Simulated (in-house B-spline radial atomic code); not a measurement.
Values are calculated unless marked as measured or tabulated.
**As ion on O atom: potential, deflection and energy transfer**

The pair potential comes from two frozen, spherical free-atom densities (PBE, B-spline radial code, scalar-relativistic past argon): electrostatics plus the change in Thomas-Fermi kinetic and Dirac exchange energy where they overlap, the recipe behind the universal ZBL potential, which averages such potentials (from solid-state densities) over many pairs. It is written V = (Z1 Z2 e²/r) φ(r/a), with e² = 14.3996 eV·Å and a = 0.46850 Å/(Z1^0.23 + Z2^0.23); ZBL's fit is φ = 0.18175 e^(−3.1998x) + 0.50986 e^(−0.94229x) + 0.28022 e^(−0.4029x) + 0.02817 e^(−0.20162x). Where φ falls below 4e-4 it is continued as an exponential.

Masses 74.92 and 16.0 u.

```
x = r/a  φ, this pair    φ, ZBL
    0.1        0.8919    0.8928
    0.5        0.6244    0.6096
    1.5        0.3136    0.2995
      3        0.1366    0.1292
      5       0.05654   0.05224
      8        0.0183   0.01705
     12      0.004546   0.00474
     17      0.001011  0.001212
```

Problem. At x = 1 the electrostatic, kinetic and exchange parts are 9996.13, 3692.8 and -174.34 eV. Find r, V and φ.

Solution. a = 0.46850/(2.2349 + 1.6133) = 0.12175 Å, so r = 0.12175 Å. V = 9996.13 + 3692.8 + (-174.34) = 13514.59 eV. The bare repulsion is 33 × 8 × 14.3996/0.12175 = 31225 eV, so φ = 0.4328, +3.9 % against ZBL's 0.4164. The kinetic (Pauli) term is 27 % of V here.

Problem. The ion comes in at 17.74 keV with impact parameter 0.2435 Å. The scattering integral gives a centre-of-mass angle of 59.08° and a closest approach of 2.863 a. What are the reduced energy, the energy passed on and the laboratory angles?

Solution. ε = E a M2/(Z1 Z2 e² (M1 + M2)) = 17740 × 5.6359e-06 = 0.1. The most that one collision can pass on is γE with γ = 4 M1 M2/(M1 + M2)² = 0.5800. Here T = γE sin²(θ/2) = 0.5800 × 17740 × 0.2431 = 2502 eV. The ion turns by arctan(sin θ/(cos θ + M1/M2)) = 9.4°, and the struck atom leaves at (180° − θ)/2 = 60.5°. The closest approach is 0.349 Å. With ZBL the angle would be 57.39° and T = 2373 eV.
